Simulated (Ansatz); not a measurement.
The first iterations of a band of Cl3H5NO2Ta (12 atoms, charge 0, multiplicity 1).

All numbers below come from RKS PBE/def2-SVP in Ansatz.

```
movable images  : 9
climbing image  : yes
spring          : 5.0 eV/Å²
optimiser       : quadratic models (default)
start path      : through a guess of the saddle point
force threshold : 0.05 eV/Å
iteration limit : 53
end points      : relaxed
```

First end point:

```xyz
12
Properties=species:S:1:pos:R:3
Ta -0.064 -0.090 0.281
O 1.777 -0.730 0.130
H 2.184 -1.123 0.925
Cl 0.297 -0.377 2.658
O 0.164 0.444 -1.539
H 0.914 0.296 -2.143
Cl -1.951 1.319 0.648
Cl -1.238 -2.074 -0.031
N 1.006 1.973 0.755
H 1.124 2.062 1.775
H 0.440 2.772 0.438
H 1.939 2.039 0.325
```

Last end point:

```xyz
12
Properties=species:S:1:pos:R:3
Ta -0.203 0.422 0.421
O 2.038 -0.353 0.224
H 1.825 -1.318 0.155
Cl 0.384 0.095 2.729
O 0.047 0.694 -1.433
H 0.744 0.648 -2.110
Cl -2.472 0.834 0.619
Cl -0.372 -2.012 0.166
N 0.570 2.238 0.720
H 0.823 2.634 1.632
H 0.819 2.883 -0.038
H 2.389 -0.255 1.136
```

| iteration | highest image above the first end (eV) | largest band force component (eV/Å) |
| --- | --- | --- |
| 1 | 8.910 | 43.792 |
| 2 | 2.878 | 3.664 |
| 3 | 2.056 | 2.423 |
| 4 | 1.487 | 1.267 |
| 5 | 1.474 | 2.394 |
| 6 | 1.246 | 1.184 |
| 7 | 1.122 | 1.250 |

Does the band converge within its limit, and where does its top end?

It converged. It ended after 22 iterations with the highest image 1.065 eV above the first end. A vibrational analysis at the climbing image gives one clearly imaginary mode, 834i cm⁻¹: a first-order saddle point. The orbitals stay closed-shell, which can raise the energy where a bond breaks towards radicals; this wasn't checked here.

The run took 11 min on 4 threads of Intel(R) Xeon(R) Platinum 8175M CPU @ 2.50GHz (Skylake/Cascade Lake), with other jobs on the host, peak memory 0.3 GiB.
